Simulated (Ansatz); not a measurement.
`C[O][Ga][CH3]` radical. The species carries charge 0 and has multiplicity 2.

```
atom    x (Å)    y (Å)    z (Å)
  C1  -1.0250   1.3470   1.3991
  O2  -0.3284   0.7253   0.3569
 Ga3   0.0521  -1.0211   0.1479
  C4   1.0972  -1.3718  -1.5196
  H5  -1.3876   0.6418   2.1583
  H6  -1.8934   1.8857   1.0022
  H7  -0.3797   2.0765   1.9024
  H8   2.1199  -1.6443  -1.2535
  H9   1.0961  -0.4517  -2.1067
 H10   0.6489  -2.1875  -2.0869
```

Problem. List the harmonic frequencies (cm⁻¹, unscaled) at PBE0-D4/def2-TZVP in Ansatz. (Best estimate.)

Solution. The calculation gave: 25, 68, 107, 112, 234, 508, 574, 662, 704, 1139, 1161, 1179, 1197, 1432, 1440, 1475, 1488, 1498, 2993, 3054, 3056, 3064, 3157, 3167.

Problem. Is this a minimum?

Solution. Yes, all 24 modes are real.

Problem. Give the ideal-gas thermochemistry at 298.15 K and 1 bar (rigid rotor, harmonic oscillator; point group C1, symmetry number 1).

Solution. Zero-point energy 200.4 kJ/mol; H(298) − E = 221.7 kJ/mol; entropy 368.4 J/(mol·K), of which translation 168.1, rotation 107.3, vibration 87.2, electronic 5.8; G(298) − E = 111.9 kJ/mol. Modes under 100 cm⁻¹ are hindered rotations or soft bends, so the harmonic entropy is rough.

Problem. And at 400, 500, 600, 800 and 1000 K?

Solution. 
```json
{"T (K)": "400", "H − E (kJ/mol)": "232.3", "S (J/mol/K)": "398.8", "G − E (kJ/mol)": "72.8"}
{"T (K)": "500", "H − E (kJ/mol)": "244.2", "S (J/mol/K)": "425.3", "G − E (kJ/mol)": "31.6"}
{"T (K)": "600", "H − E (kJ/mol)": "257.4", "S (J/mol/K)": "449.4", "G − E (kJ/mol)": "-12.2"}
{"T (K)": "800", "H − E (kJ/mol)": "287.1", "S (J/mol/K)": "492.0", "G − E (kJ/mol)": "-106.4"}
{"T (K)": "1000", "H − E (kJ/mol)": "320.3", "S (J/mol/K)": "528.9", "G − E (kJ/mol)": "-208.6"}
```
